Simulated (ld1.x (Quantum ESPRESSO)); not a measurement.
**Which change was made? (O, ultrasoft)**

O, ultrasoft, made with ld1.x (Quantum ESPRESSO) 7.5 (PBE, non-relativistic). Core [He], reference 2s2 2p3 (charge +1). Waves: 2s (bound): rcut 0.95, rcutus 1.05 bohr; 2s channel at 1.05 Ry: rcut 0.95, rcutus 1.05 bohr; 2p (bound): rcut 1.20, rcutus 1.45 bohr; 2p channel at 0.7 Ry: rcut 1.20, rcutus 1.45 bohr. Local part: all-electron potential smoothed inside 0.85 bohr (lloc = -2). Core correction: a·sin(br)/r model core inside 1.10 bohr. Augmentation charge: PSQ, radius 1.00 bohr.

Cutoffs, loose and tight: the cutoffs (Ry, on a coarse ladder) from which the occupation-weighted sum of valence levels, in a spherical-Bessel basis at the reference potential, stays within 10 and 1 mRy of its value at 400 Ry. They do not see the model core or the augmentation charge, which bear on the density cutoff. Test errors are all-electron minus pseudo excitation energies from the reference, over the configurations 2s2 2p4; 2s2 2p2; 2s2 2p1; 2s2 2p0; 2s1 2p5; 2s2 2p4.3; 2s2 2p3.5; variants that change the core or the reference have their own tests.

The base gives: outcome: generated; cutoff, loose: 35 Ry; cutoff, tight: 55 Ry; bound ghosts: none; largest test error (meV): +437.

(1) After one change the result is: outcome: generated; cutoff, loose: 45 Ry; cutoff, tight: 80 Ry; bound ghosts: none; largest test error (meV): +432. Which change was it?
A. all radii but the core radius scaled by about 1.14 (s 1.20, p 1.66 bohr, rcut 1.08/1.38); local potential all-electron potential smoothed inside 0.98 bohr (lloc = -2); augmentation PSQ, radius 1.14 bohr
B. all radii but the core radius scaled by about 0.87 (s 0.92, p 1.26 bohr, rcut 0.82/1.04); local potential all-electron potential smoothed inside 0.74 bohr (lloc = -2); augmentation PSQ, radius 0.88 bohr
C. all radii but the core radius scaled by about 1.27 (s 1.34, p 1.84 bohr, rcut 1.20/1.52); local potential all-electron potential smoothed inside 1.08 bohr (lloc = -2); augmentation PSQ, radius 1.26 bohr

Results:

(1) B. The others give: all radii but the core radius scaled by about 1.14 (s 1.20, p 1.66 bohr, rcut 1.08/1.38); local potential all-electron potential smoothed inside 0.98 bohr (lloc = -2); augmentation PSQ, radius 1.14 bohr → outcome: generated; cutoff, loose: 30 Ry; cutoff, tight: 45 Ry; bound ghosts: none; largest test error (meV): +483 | all radii but the core radius scaled by about 1.27 (s 1.34, p 1.84 bohr, rcut 1.20/1.52); local potential all-electron potential smoothed inside 1.08 bohr (lloc = -2); augmentation PSQ, radius 1.26 bohr → outcome: generated; cutoff, loose: 25 Ry; cutoff, tight: 35 Ry; bound ghosts: none; largest test error (meV): +608.
